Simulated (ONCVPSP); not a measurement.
## Configuration tests for arsenic (As) (ONCV)

As, optimised norm-conserving Vanderbilt (ONCV), made with ONCVPSP 4.0.1 (PBEsol, scalar-relativistic). Core [Ne], reference 3s2 3p6 3d10 4s2 4p3. Waves: 3s+4s: rc 0.90 bohr, ncon 5, nbas 8, qcut 12.7 1/bohr, 2 projectors; 3p+4p: rc 0.85 bohr, ncon 4, nbas 7, qcut 18.8 1/bohr, 2 projectors; 3d: rc 0.90 bohr, ncon 4, nbas 8, qcut 16.6 1/bohr, 1 projector. Local part: polynomial inside 0.65 bohr (lpopt 4, dvloc0 3 Ha). Core correction: Teter function, fcfact 1.75, rcfact 1.45.

Energies are relative to the spin-unpolarised reference configuration 3s2 3p6 3d10 4s2 4p3; without spin polarisation the order of configurations can differ from experiment.

```
valence configuration  charge  ΔE all-electron (eV)  error AE − PS (meV)
 3s2 3p6 3d10 4s2 4p2      +1                 9.158                 -0.4
 3s2 3p6 3d10 4s2 4p1      +2                27.100                 -1.6
 3s2 3p6 3d10 4s1 4p4       0                 9.425                 -0.4
```

Q: What are ΔE and the potential's error for 3s2 3p6 3d10 4s2 4p0?

A: ΔE = 54.823 eV all-electron; the error (AE − PS) is -3.8 meV.

Levels in the configuration 3s2 3p6 3d10 4s2 4p2:

```json
{"level": "3s", "all-electron (eV)": "-199.691", "pseudo (eV)": "-199.691"}
{"level": "3p", "all-electron (eV)": "-143.251", "pseudo (eV)": "-143.251"}
{"level": "3d", "all-electron (eV)": "-50.407", "pseudo (eV)": "-50.409"}
{"level": "4s", "all-electron (eV)": "-23.382", "pseudo (eV)": "-23.381"}
{"level": "4p", "all-electron (eV)": "-13.357", "pseudo (eV)": "-13.355"}
```
